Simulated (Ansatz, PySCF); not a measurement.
CH5FN2Si2, SMILES N1[SiH2]N[Si@H](F)C=1.

Coordinates come from a PBE-D3(BJ)/def2-SVP optimisation. The structure was generated by enumeration; whether it is a known compound was not checked.

Vertical ionisation energy (IE) and electron affinity (EA) in eV. Rows of orbital energies are one-electron estimates. Where ΔSCF, EOM or ADC give a negative EA the extra electron is unbound and the value depends on the basis.

| level | IE | EA |
|---|---|---|
| −ε(HOMO), −ε(LUMO), PBE0/def2-TZVP (PySCF) | 7.10 | 1.63 |
| −ε(HOMO), −ε(LUMO), PBE/def2-TZVP (PySCF) | ___ | ___ |
| ΔSCF, CAM-B3LYP/def2-SVPD (Ansatz), final states of multiplicity 2 and 2 | 9.31 | -0.20 |
| ΔSCF, PBE/def2-SVPD (Ansatz), final states of multiplicity 2 and 2 | 8.92 | -0.08 |

Question: Some entries are withheld; supply them. (The exact figures need the calculation; the answer reports its results.)

Answer: 
- −ε(HOMO), −ε(LUMO), PBE/def2-TZVP (PySCF), IE: 5.75
- −ε(HOMO), −ε(LUMO), PBE/def2-TZVP (PySCF), EA: 2.68

Question: What vertical singlet–triplet gap does ΔSCF give with CAM-B3LYP/def2-SVPD (Ansatz, a program for electronic structure) and with PBE/def2-SVPD (Ansatz)? (An estimate is asked for; the answer gives what the named calculation found.)

Answer: 2.91 and 2.80 eV (triplet above singlet where positive).
